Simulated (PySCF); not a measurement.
Molecule: sum formula H$_{3}$SiO$_{3}$, net charge -1, singlet state. It need not be the lowest isomer of its formula. Whether it binds its extra electron was not tested at this geometry. 
Coordinates optimised at B3LYP-D3(BJ)/def2-TZVP (Ansatz):
```xyz
7

O     -1.2621    -0.6350     0.6160
Si    -0.0459    -0.2307    -0.5855
O     -0.0472     1.5064    -0.3229
O      1.3634    -0.5998     0.3963
H     -0.7908    -0.8451     1.4331
H     -0.6324     1.6766     0.4272
H      1.6334     0.2250     0.8215
```
Charge -1, spin multiplicity 1.

Dispersion corrections to the total energy (kcal/mol) from the dftd3 and dftd4 libraries through PySCF: D3(BJ) without and D4 with the three-body term, each with the damping fitted for the functional named.

```tsv
functional	D3(BJ)	D4
TPSS	-3.48	-4.52
revPBE	-7.18	-11.09
BLYP	…	-7.59
B2GP-PLYP	-1.95	…
PBE0	-2.36	…
r2SCAN	-0.71	-0.76
TPSSh	-3.17	-4.06
```

Question: What belongs in the gaps?

Answer: 
- BLYP, D3(BJ): -6.07
- B2GP-PLYP, D4: -1.35
- PBE0, D4: -2.75
